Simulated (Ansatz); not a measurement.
Start from `[CH3][GeH2][Br]` and change one atom or group to get `[F][GeH2][Br]`.

Ansatz, PBE0-D4/def2-TZVP geometries, multiplicity 1. 

Scalar relativity is left out up to krypton.

```
                                        property  `[CH3][GeH2][Br]`
  size of the dipole moment (PBE/def2-TZVPP) / D               2.37
           HOMO energy (ωB97M-V/def2-TZVPP) / eV             -10.26
         HOMO–LUMO gap (ωB97M-V/def2-TZVPP) / eV              11.90
            HOMO–LUMO gap (PBE0/def2-TZVPP) / eV               7.81
             HOMO energy (B3LYP/def2-TZVPP) / eV              -7.79
size of the dipole moment (B3LYP/def2-TZVPP) / D               2.45
```

Give the same properties after the change, and the shifts. (Estimate.)

The calculation gave: 
```tsv
property	`[F][GeH2][Br]`	shift
size of the dipole moment (PBE/def2-TZVPP) / D	2.00	-0.37
HOMO energy (ωB97M-V/def2-TZVPP) / eV	-10.88	-0.62
HOMO–LUMO gap (ωB97M-V/def2-TZVPP) / eV	12.14	0.24
HOMO–LUMO gap (PBE0/def2-TZVPP) / eV	8.00	0.19
HOMO energy (B3LYP/def2-TZVPP) / eV	-8.41	-0.62
size of the dipole moment (B3LYP/def2-TZVPP) / D	2.15	-0.30
```

With PBE0 the HOMO falls by 0.62 eV and the LUMO falls by 0.43 eV, so the gap widens by about 0.19 eV. PBE moves the HOMO by -0.58 eV and ωB97M-V by -0.62 eV. The zero-point energy changes by -89.7 kJ/mol with -9 modes. Dipoles are sizes alone; their direction can turn.

B3LYP here is the variant with VWN-RPA as its local correlation; programs differ in this.

Spin–orbit coupling is left out; it splits and shifts lone-pair levels of the heavy atoms by tenths of an eV.
